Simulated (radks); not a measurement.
Results of a calculation; reference values are marked as such.
Ag XXXIII, 15 electrons, occupied as [Ne] 3s2 3p3. Level of theory: non-relativistic Kohn-Sham, PBE, spin-polarised, spherical densities, point nucleus; open shells are filled with parallel spins first (spin-orbit coupling, left out, can overturn this in heavy ions); relativity is left out, which matters for an element this heavy (a radial shooting solver on a logarithmic mesh with Libxc functionals).

Unscreened Slater integrals over Kohn-Sham orbitals (cm^-1). They are taken over the spin-up orbitals.

\begin{tabular}{lr}
integral & value \\ \hline
F0(3p,3p) & 612040 \\
F2(3p,3p) & 309170 \\
F0(3p,3s) & 596740 \\
G1(3p,3s) & 383500 \\
F0(3p,2p) & 808070 \\
F2(3p,2p) & 205870 \\
G0(3p,2p) & 81103 \\
G2(3p,2p) & 89652 \\
F0(3p,2s) & 780990 \\
G1(3p,2s) & 65431 \\
F0(3s,3s) & 584320 \\
F0(3s,2p) & 765900 \\
G1(3s,2p) & 79009 \\
F0(3s,2s) & 747080 \\
G0(3s,2s) & 62530 \\
F0(2p,2p) & 1689800 \\
F2(2p,2p) & 807800 \\
F0(2p,2s) & 1530000 \\
G1(2p,2s) & 858990 \\
F0(2s,2s) & 1430300 \\
\end{tabular}

Derived for the open shells (J is the average intra-shell exchange parameter used in DFT+U). 3p: J = F2/5 = 61830 cm^-1.
